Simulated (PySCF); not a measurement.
Mapped SMILES: `[CH3:1][CH2:2][C@:3]1([F:4])[SiH2:5][Si@H:6]([F:7])[SiH2:8]1`; H(Xn) means a hydrogen on atom n. Ha(Si5), Ha(Si8) are cis to F7 on the ring; Hb(Si5), Hb(Si8) are trans to F7 on the ring.

- GIAO PBE0/pcSseg-1 shieldings
- coordinates at the GFN2-xTB level
- program: PySCF 2.14
- one averaged value for each set of equivalent atoms, gas phase, non-relativistic, one computed conformer

Scale: $^{13}$C and $^{1}$H and $^{29}$Si against TMS; CFCl3 for $^{19}$F (reference shieldings calculated alike).

```
          atoms    nucleus  count  δ (ppm)
             C2   $^{13}$C      1        ?
         H(Si6)    $^{1}$H      1     6.87
            Si6  $^{29}$Si      1     52.5
             C3   $^{13}$C      1    105.2
          H(C1)    $^{1}$H      3     1.22
             C1   $^{13}$C      1        ?
             F7   $^{19}$F      1   -238.7
          H(C2)    $^{1}$H      2        ?
Hb(Si5)/Hb(Si8)    $^{1}$H      2     4.61
        Si5/Si8  $^{29}$Si      2        ?
Ha(Si5)/Ha(Si8)    $^{1}$H      2     4.75
             F4   $^{19}$F      1   -229.5
```

Complete the table.

Answers


- C2: 37.7 ppm, sp3 CH2; aliphatic region, no heteroatom directly attached
- C1: 13.6 ppm, methyl carbon; a saturated carbon with 1 carbon neighbour and no heteroatom attached
- H(C2): 2.06 ppm, hydrogen on an sp3 CH2
- Si5/Si8: -47.1 ppm, silicon bonded to C, Si, 2 H, in a 4-membered ring

Shifts are as computed. Against solution values, carbons near 30 ppm lie about +3 ppm off and those near 130 ppm about +5 ppm. Of 1309 compounds with measured shifts, 239 miss one by over three times the rms of a fit or turn the order of signals round; such compounds aren't used in these exercises. Unscaled 19F shifts against computed CFCl3 carry errors that often reach 10 to 50 ppm.
